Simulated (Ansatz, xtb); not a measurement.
## Isomers of CH4ClGe in order of energy

4 gas-phase structures of CH4ClGe, found in a search over its isomers (lower ones may exist). Each was relaxed with GFN2-xTB:

A. `[CH3][GeH][Cl]`, a doublet
B. `[CH2][GeH2][Cl]`, a doublet
C. `Cl[CH][GeH3]`, a doublet
D. `Cl[CH2][GeH2]`, a doublet

Question: Estimate their order in r2SCAN-D4/def2-SVP energy at these geometries, lowest first.

Answer: Calculated order at r2SCAN-D4/def2-SVP: A (0.0), B (18.8), D (40.1), C (47.8) kcal/mol.

Energies above the lowest of each column, in kcal/mol; the last columns are at B3LYP-D3(BJ)/def2-SVP geometries and were run for some of them only (a dash: not run or not comparable):

```csv
structure,GFN2-xTB,HF/STO-3G,r2SCAN-D4/def2-SVP,B3LYP-D3(BJ)/def2-SVP,CCSD(T)/def2-SVP + ΔMP2/def2-TZVPP
A,0.0,1.3,0.0,0.0,0.0
B,35.6,0.0,18.8,21.7,20.3
D,41.6,50.6,40.1,38.0,37.6
C,61.1,35.4,47.8,–,–
```

CCSD(T)/def2-SVP + ΔMP2/def2-TZVPP puts A lowest of those it was run on; HF/STO-3G picks B. Flexible structures stand in one conformer each, not always the lowest. Frequencies (B3LYP-D3(BJ)/def2-SVP) were run for A, B, D alone. Open shells are spin-unrestricted. ΔMP2 is the change of the MP2 energy from the smaller to the larger basis.

Over these structures GFN2-xTB departs from r2SCAN-D4/def2-SVP by 7.2 kcal/mol on average once a common shift is removed. A GFN2-xTB relaxation took about 0.37 s and the r2SCAN-D4/def2-SVP energy about 10 s on a shared host (Ansatz 0.2.0, xtb 6.7.1).
